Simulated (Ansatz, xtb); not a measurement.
Ranking isomers of GaH2OSi

3 gas-phase structures of GaH2OSi, found in a search over its isomers (lower ones may exist). Each was relaxed with GFN2-xTB:

A. a doublet given by its coordinates
B. `[OH][Ga][SiH]`, a doublet
C. `[SiH2][O][Ga]`, a doublet

A (Å):

```xyz
5

Ga   -3.0244   -1.7349   -2.8705
O    -2.6116   -0.0080   -2.0980
Si   -1.2887   -1.2770   -1.0934
H    -2.6190    0.9271   -1.9037
H    -0.7600   -0.0880   -0.3502
```

Close contacts (Å): Ga1–O2 1.94, Ga1–Si3 2.53, O2–Si3 2.09, O2–H4 0.96, Si3–H5 1.50.

Question: Make a reasoned guess at their ranking by r2SCAN-D4/def2-SVP single-point energy.

Answer: Calculated order at r2SCAN-D4/def2-SVP: C (0.0), A (156.0), B (193.7) kJ/mol.

Energies above the lowest of each column, in kJ/mol; the last columns are at PBE-D3(BJ)/def2-SVP geometries:

| structure | GFN2-xTB | HF/STO-3G | r2SCAN-D4/def2-SVP | PBE-D3(BJ)/def2-SVP | CCSD(T)/def2-SVP |
| --- | --- | --- | --- | --- | --- |
| C | 0.0 | 0.0 | 0.0 | 0.0 | 0.0 |
| A | 164.2 | 207.8 | 156.0 | 93.8 | 122.9 |
| B | 167.0 | 173.1 | 193.7 | 126.6 | 148.1 |

Every level run on C puts it lowest or level with the lowest. Some further structures that were screened fall inside this span and aren't listed. Flexible structures stand in one conformer each, not always the lowest. Open shells are spin-unrestricted, some with notable spin contamination.

Programs: Ansatz 0.2.0, xtb 6.7.1.
